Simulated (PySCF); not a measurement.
Screening by computed properties: pick the candidate that meets the target.

All species are isolated and taken at one optimised geometry, non-relativistic unless stated; the electronic structure was computed with PySCF and density fitting.

Dipoles, sizes and rotational constants follow the conformer. The torsions of the flexible species, by atom-mapped SMILES:
- `[CH3:1][O:2][SiH2:3][C:4]([CH:5]=[O:6])=[C:7]([F:8])[F:9]`: C1–O2–Si3–C4 74°, O2–Si3–C4–C5 -58°, Si3–C4–C5–O6 -2°
- `[CH2:1]=[C:2]=[C:3]([CH3:4])[Si@H:5]([Cl:6])[CH:7]=[CH2:8]`: C2–C3–Si5–Cl6 -127°, C3–Si5–C7–C8 -26°
- `[CH2:1]=[CH:2][CH2:3][N:4]([CH3:5])[SiH2:6][PH2:7]`: C1–C2–C3–N4 -121°, C2–C3–N4–C5 -80°, C3–N4–Si6–P7 31°, H–P7–Si6–N4 -96°, H–P7–Si6–N4 171°
- `[CH3:1][C:2]1=[CH:3][SiH2:4][C@H:5]1/[CH:6]=[CH:7]\[Cl:8]`: Si4–C5–C6–C7 -106°

The conformers of `O=C1[C@@H](F)CS[C@@H]1F` aren't listed.

(1) Wanted: static isotropic polarisability between 100 au and 110 au (CAM-B3LYP/def2-SVPD) and lowest triplet excitation (Tamm–Dancoff) above 4.4 eV (TDA CAM-B3LYP/def2-SVPD), at GFN2-xTB geometries. Which candidate meets both?
A. `CO[SiH2]C(C=O)=C(F)F`
B. `C=C=C(C)[Si@H](Cl)C=C`
C. `C=CCN([SiH2]P)C`
D. `CC1=C[SiH2][C@H]1/C=C\Cl`

(2) Wanted: HOMO–LUMO gap below 8.5 eV (CAM-B3LYP/def2-SVPD) and HOMO energy below -8 eV (CAM-B3LYP/def2-SVPD), at GFN2-xTB geometries. Which candidate meets both?
A. `O=C1[C@@H](F)CS[C@@H]1F`
B. `C=CCN(C)[SiH2]P`
C. `C(=C)[Si@H](C(=C=C)C)Cl`
D. `CO[SiH2]C(C=O)=C(F)F`

## Answers

(1) C. Computed values:
```csv
species,static isotropic polarisability,lowest triplet excitation (Tamm–Dancoff)
CO[SiH2]C(C=O)=C(F)F,81.6 au,3.54 eV
C=CCN([SiH2]P)C,108.3 au,4.48 eV
CC1=C[SiH2][C@H]1/C=C\Cl,110.5 au,3.99 eV
C=C=C(C)[Si@H](Cl)C=C,113.3 au,4.29 eV
```

(2) A. Computed values:
| species | HOMO–LUMO gap | HOMO energy |
| --- | --- | --- |
| O=C1[C@@H](F)CS[C@@H]1F | 8.39 eV | -9.03 eV |
| CO[SiH2]C(C=O)=C(F)F | 8.60 eV | -9.52 eV |
| C=CCN(C)[SiH2]P | 8.80 eV | -7.76 eV |
| C(=C)[Si@H](C(=C=C)C)Cl | 9.16 eV | -8.81 eV |
